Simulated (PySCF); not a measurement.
## Electron correlation in Ar (argon, neutral)

[Ar], closed-shell 1S. Calculation: PySCF 2.14, in 6-31G* (4s3p1d, 18 functions); no relativity, point nucleus. Frozen: [Ne]; 8 electrons correlated.

MP2 pair energies summed by pair of shells (mhartree):

```tsv
pair	energy	share (%)
3p-3p	-107.17	79.4
3s-3p	-21.36	15.8
3s-3s	-6.44	4.8
```

Total MP2 correlation energy: -134.98 mhartree.

Same-spin part -36.62 and opposite-spin part -98.36 mhartree; SCS-MP2 scales them by 1/3 and 6/5 to -130.24 mhartree.

```tsv
level	correlation energy (mhartree)
CCSD	-147.19
(T)	-1.54
CCSD(T)	-148.73
```

Diagnostics: T1 = 0.0014, D1 = 0.0023, largest double amplitude 0.041.

Is a single reference adequate?

Yes: T1 lies below 0.03 and no double amplitude reaches 0.07.
